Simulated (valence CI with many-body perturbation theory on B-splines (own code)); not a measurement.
# Br29+: calculated level list

Computed by relativistic CI+MBPT: four valence electrons over a frozen Dirac-Fock core [He], radial functions for each j: 9 s, 9 p, 8 d, 6 f, 3 g, 1 h, with the one-electron correlation potential Σ1, the two-electron term Σ2, the three-electron term Σ3, Breit, model QED; selected CI, second order for the rest, scaled by the run's own slope (own B-spline code, finite nucleus).

The last digits are not significant, and no measured levels were compared; by estimate large intervals hold to a few tenths of a per cent, small ones and those within an open d or f shell to about a per cent. Among the levels kept, up to 890 cm⁻¹ of a level comes from second order outside the variational space, and about a tenth of that is noise between levels of different J, which matters for small intervals.

Levels 1 to 45 of 63, with energies above the lowest level, (2s^2 2p1/2^2) J=0. "Leading %" is the weight of the configuration and term that name the level; weights of strongly mixed levels are sums over their largest components and can fall short, so below about 35 % the name and the second component can differ from the true leading terms, or belong to a minority configuration. In the jj column 3d3/2^4 stands for four electrons in 3d with j = 3/2. Lifetimes count E1, E2, E3, M1 and M2 decay at the calculated energies, and are blank where another channel may lead or the interval is too uncertain; long ones can be off by a factor of two.

| No. | Configuration | Term | J | E (Ry) | Leading % | Leading jj | Lifetime |
| --- | --- | --- | --- | --- | --- | --- | --- |
| 1 | 2s2 2p2 | 3P | 0 | 0.00 | 80 | 2s^2 2p1/2^2 (97 %) |  |
| 2 | 2s2 2p2 | 3P | 1 | 3.14 | 99 | 2s^2 2p1/2 2p3/2 (99 %) | 1.70 μs |
| 3 | 2s2 2p2 | 3P | 2 | 3.86 | 50 | 2s^2 2p1/2 2p3/2 (96 %) | 285 μs |
| 4 | 2s2 2p2 | 1D | 2 | 7.53 | 50 | 2s^2 2p3/2^2 (96 %) | 714 ns |
| 5 | 2s2 2p2 | 1S | 0 | 9.23 | 78 | 2s^2 2p3/2^2 (96 %) | 313 ns |
| 6 | 2s 2p3 | 5S° | 2 | 9.87 | 77 | 2s 2p1/2^2 2p3/2 (68 %) | 712 ps |
| 7 | 2s 2p3 | 3D° | 1 | 13.07 | 60 | 2s 2p1/2^2 2p3/2 (82 %) | 18.7 ps |
| 8 | 2s 2p3 | 3D° | 2 | 13.93 | 65 | 2s 2p1/2 2p3/2^2 (75 %) | 47.9 ps |
| 9 | 2s 2p3 | 3D° | 3 | 15.01 | 100 | 2s 2p1/2 2p3/2^2 (100 %) | 62.5 ps |
| 10 | 2s 2p3 | 3P° | 0 | 16.50 | 100 | 2s 2p1/2 2p3/2^2 (100 %) | 17.0 ps |
| 11 | 2s 2p3 | 3P° | 1 | 16.88 | 54 | 2s 2p1/2 2p3/2^2 (88 %) | 12.4 ps |
| 12 | 2s 2p3 | 1D° | 2 | 17.43 | 42 | 2s 2p1/2 2p3/2^2 (70 %) | 11.7 ps |
| 13 | 2s 2p3 | 3S° | 1 | 18.29 | 51 | 2s 2p1/2 2p3/2^2 (84 %) | 5.68 ps |
| 14 | 2s 2p3 | 1D° | 2 | 20.43 | 55 | 2s 2p3/2^3 (72 %) | 10.7 ps |
| 15 | 2s 2p3 | 1P° | 1 | 22.69 | 60 | 2s 2p3/2^3 (86 %) | 4.98 ps |
| 16 | 2p4 | 3P | 2 | 26.09 | 78 | 2p1/2^2 2p3/2^2 (97 %) | 7.80 ps |
| 17 | 2p4 | 3P | 0 | 27.83 | 58 | 2p1/2^2 2p3/2^2 (92 %) | 6.14 ps |
| 18 | 2p4 | 3P | 1 | 29.59 | 99 | 2p1/2 2p3/2^3 (99 %) | 5.64 ps |
| 19 | 2p4 | 1D | 2 | 30.48 | 79 | 2p1/2 2p3/2^3 (97 %) | 7.26 ps |
| 20 | 2p4 | 1S | 0 | 35.19 | 58 | 2p3/2^4 (92 %) | 4.52 ps |
| 21 | 2s2 2p 3s | 3P° | 0 | 138.82 | 98 | 2s^2 2p1/2 3s (98 %) | 131 fs |
| 22 | 2s2 2p 3s | 3P° | 1 | 138.94 | 70 | 2s^2 2p1/2 3s (98 %) | 104 fs |
| 23 | 2s2 2p 3p | 3D | 1 | 141.19 | 70 | 2s^2 2p1/2 3p1/2 (98 %) | 7.37 ps |
| 24 | 2s2 2p 3p | 3P | 0 | 142.32 | 74 | 2s^2 2p1/2 3p1/2 (94 %) | 1.44 ps |
| 25 | 2s2 2p 3p | 3P | 1 | 142.64 | 39 | 2s^2 2p1/2 3p3/2 (93 %) | 1.61 ps |
| 26 | 2s2 2p 3s | 3P° | 2 | 142.75 | 96 | 2s^2 2p3/2 3s (96 %) | 109 fs |
| 27 | 2s2 2p 3p | 3D | 2 | 142.77 | 66 | 2s^2 2p1/2 3p3/2 (94 %) | 4.52 ps |
| 28 | 2s2 2p 3s | 1P° | 1 | 143.05 | 69 | 2s^2 2p3/2 3s (97 %) | 82.0 fs |
| 29 | 2s2 2p 3d | 3F° | 2 | 144.94 | 74 | 2s^2 2p1/2 3d3/2 (98 %) | 97.9 fs |
| 30 | 2s 2p2 3s | 5P | 1 | 145.12 | 72 | 2s 2p1/2^2 3s (73 %) | 165 fs |
| 31 | 2s2 2p 3p | 3P | 1 | 145.57 | 54 | 2s^2 2p3/2 3p1/2 (86 %) | 1.31 ps |
| 32 | 2s2 2p 3d | 3P° | 2 | 145.74 | 43 | 2s^2 2p1/2 3d5/2 (97 %) | 16.9 fs |
| 33 | 2s2 2p 3d | 3F° | 3 | 145.76 | 59 | 2s^2 2p1/2 3d5/2 (95 %) | 22.9 fs |
| 34 | 2s2 2p 3p | 3P | 2 | 145.76 | 37 | 2s^2 2p3/2 3p1/2 (89 %) | 2.13 ps |
| 35 | 2s2 2p 3d | 3D° | 1 | 145.78 | 56 | 2s^2 2p1/2 3d3/2 (96 %) | 11.2 fs |
| 36 | 2s 2p2 3s | 3P | 0 | 146.16 | 82 | 2s 2p1/2^2 3s (77 %) | 124 fs |
| 37 | 2s2 2p 3p | 3D | 3 | 146.25 | 95 | 2s^2 2p3/2 3p3/2 (95 %) | 5.11 ps |
| 38 | 2s2 2p 3p | 3S | 1 | 146.32 | 52 | 2s^2 2p3/2 3p3/2 (92 %) | 3.53 ps |
| 39 | 2s2 2p 3p | 1D | 2 | 147.12 | 48 | 2s^2 2p3/2 3p3/2 (79 %) | 697 fs |
| 40 | 2s 2p2 3s | 5P | 2 | 147.53 | 85 | 2s 2p1/2 2p3/2 3s (85 %) | 185 fs |
| 41 | 2s 2p2 3p | 5D° | 0 | 147.57 | 75 | 2s 2p1/2^2 3p1/2 (80 %) | 460 fs |
| 42 | 2s 2p2 3p | 5D° | 1 | 147.64 | 44 | 2s 2p1/2^2 3p1/2 (77 %) | 152 fs |
| 43 | 2s2 2p 3p | 1S | 0 | 148.10 | 72 | 2s^2 2p3/2 3p3/2 (94 %) | 874 fs |
| 44 | 2s 2p2 3s | 3P | 1 | 148.52 | 81 | 2s 2p1/2 2p3/2 3s (91 %) | 95.8 fs |
| 45 | 2s 2p2 3s | 5P | 3 | 148.68 | 74 | 2s 2p1/2 2p3/2 3s (80 %) | 125 fs |

The ionisation energy to 2s2 2p 2P°_1/2 of the next ion comes out as 3366.8 eV (NIST: 3361 ± 3 eV (semi-empirical)). All 63 levels together are meant to be complete up to 151.39 Ry.
